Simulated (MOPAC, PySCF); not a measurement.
Dimer: NH3 (SMILES N) (first 4 atoms) with N2 (SMILES N#N); geometry from B3LYP-D3(BJ)/def2-TZVP, rigid monomers moved along the line of their centres of mass till H4···N6 is 3.03 Å.
(charge 0, multiplicity 1):
```xyz
6

N     -0.07682    -0.11839    -0.35457
H      0.88080     0.15030    -0.54934
H     -0.65972     0.69039    -0.53695
H     -0.13923    -0.31915     0.63667
N     -0.00854    -0.05032     4.74728
N     -0.06696    -0.18864     3.66699
```

Monomers are frozen at their geometry in the pair; levels with a basis set take the counterpoise correction. Rows marked so take none.

Rows in 3-21G carry no dispersion term and start afresh at each structure. The state that AM1, PM6 reach isn't checked.

Run with MOPAC for AM1, PM6 (differences of heats of formation); PySCF for 3-21G rows. Each number belongs to the level named beside it.

Q: One of these levels gives -0.53 kcal/mol for the interaction energy. Name it.
(A) HF/3-21G (no counterpoise)
(B) AM1
(C) PM6

A: C, PM6. The others give -0.21 (AM1), -0.84 (HF/3-21G (no counterpoise))
